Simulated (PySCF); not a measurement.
# Ionising MgBi

PBE; Mg def2-SVP, Bi def2-SVP with ECP60; scalar-relativistic core potentials (PySCF 2.14). Neutral (UKS): quartet (σ ↑, π ↑↑), Re = 2.983 Å, ωe = 179 cm⁻¹, De = 0.62 eV, HOMO -3.98 eV, LUMO -3.51 eV.

MgBi⁺ (UKS): triplet (π ↑↑), Re = 2.851 Å, ωe = 219 cm⁻¹. The energies at the minima are -414.52566 hartree for MgBi and -414.29103 for MgBi⁺.

Q: Work out the adiabatic ionisation energy, without and with harmonic zero-point energies (1 hartree = 27.2114 eV, 1 eV = 8065.5 cm⁻¹), and the change of the bond length.

A: At PBE: 0.23463 hartree = 6.385 eV between the minima; the zero-point term (219.0 − 179.0)/2 cm⁻¹ = +0.002 eV makes it 6.387 eV. Re changes by -13.2 pm against the neutral. The electron leaves a σ orbital, and the shorter bond of the ion fits an antibonding orbital, or a change in how ionic the bond is.

These are scalar-relativistic numbers at best; spin–orbit coupling would shift them, the dissociation energy most. States were picked by a PBE0 search and need not be the measured ground states.
